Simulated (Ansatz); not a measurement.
Cost and result for the atomization energy of `CNC(N)[SiH3]` (15 atoms, 14 bonds).

```
atom    x (Å)    y (Å)    z (Å)
  C1   1.7904   0.2848   0.8174
  N2   0.9103   0.5920  -0.2900
  C3  -0.1446  -0.3931  -0.5207
  N4  -0.6874  -0.3617  -1.8585
 Si5  -1.6270  -0.2896   0.6759
  H6   1.2837   0.1527   1.7858
  H7   2.3339  -0.6391   0.5997
  H8   2.5280   1.0817   0.9281
  H9   0.5152   1.5191  -0.1806
 H10   0.3263  -1.3739  -0.3775
 H11   0.0648  -0.3861  -2.5392
 H12  -1.2104   0.4903  -2.0212
 H13  -1.1665  -0.0754   2.0755
 H14  -2.4315   0.8999   0.2700
 H15  -2.4853  -1.5014   0.6355
```

Total charge 0; spin multiplicity 1. The geometry is a stationary point of PBE0-D4/def2-TZVP. It is one conformer, not always the lowest. Program: Ansatz. All runs use 4 threads of an Arm Neoverse V1 on a shared host. Times are those of one run each, without the atoms' runs, and a repeat can differ threefold. Electronic energies, without spin–orbit coupling; frozen cores. CCSD(T)/CBS adds CCSD(T) − MP2 in def2-TZVPP to the MP2 limit, and its time is that of the two runs behind it. T1 = 0.011. B3LYP takes the VWN-RPA correlation (the form of Gaussian; ORCA's B3LYP/G).

CCSD(T)/CBS is a level of theory with its own doubt, some kJ/mol a heavy atom from the limit and from the frozen cores, so smaller differences don't rank the functionals.

| level | functions | wall time |
| --- | --- | --- |
| PBE-D4/def2-TZVPP (with forces) | 306 | 3.8 s |
| PBE0-D4/def2-TZVPP | 306 | 4.1 s |
| r2SCAN-D4/def2-TZVPP (with forces) | 306 | 7 s |
| B3LYP-D4/def2-TZVPP (with forces) | 306 | 7.5 s |
| B2PLYP/def2-TZVPP | 306 | 8.5 s |
| ωB97X-V/def2-TZVPP | 306 | 11 s |
| ωB97M-V/def2-TZVPP (with forces) | 306 | 17 s |
| MP2/def2-QZVPP | 598 | 41 s |
| CCSD(T)/def2-TZVPP | 306 | 17 min |
| CCSD(T)/CBS(def2) | – | 18 min |

(1) What atomization energy does each give, and how far from CCSD(T)/CBS? (An estimate is asked.)

## Answers

(1) Ansatz gave: 
| level | atomization (kJ/mol) | difference from CCSD(T)/CBS | per bond |
| --- | --- | --- | --- |
| PBE-D4/def2-TZVPP (with forces) | 5301.2 | 89.2 | 6.4 |
| PBE0-D4/def2-TZVPP | 5216.1 | 4.1 | 0.3 |
| r2SCAN-D4/def2-TZVPP (with forces) | 5193.6 | -18.4 | -1.3 |
| B3LYP-D4/def2-TZVPP (with forces) | 5236.0 | 24.0 | 1.7 |
| B2PLYP/def2-TZVPP | 5156.4 | -55.6 | -4.0 |
| ωB97X-V/def2-TZVPP | 5242.4 | 30.4 | 2.2 |
| ωB97M-V/def2-TZVPP (with forces) | 5235.1 | 23.1 | 1.6 |
| MP2/def2-QZVPP | 5178.0 | -34.0 | -2.4 |
| CCSD(T)/def2-TZVPP | 5067.2 | -144.8 | -10.3 |
| CCSD(T)/CBS(def2) | 5212.0 | 0.0 | 0.0 |

From PBE to PBE0 (25 % exact exchange), in def2-TZVPP and without D4, the atomization energy moves by −80.4 kJ/mol: exact exchange takes away binding that semilocal exchange gives to molecules. In def2-TZVPP, CCSD(T) changes the Hartree–Fock value by +1375.7 kJ/mol (the triples alone add +69.6 kJ/mol) and MP2 by +1400.5 kJ/mol; breaking electron pairs costs correlation energy, which Hartree–Fock lacks. The D4 term adds +48.0 kJ/mol with B3LYP and +25.4 kJ/mol with PBE0; it sums over pairs of atoms, weighted by their polarisabilities, and B3LYP, whose exchange is more repulsive, gets the larger term.
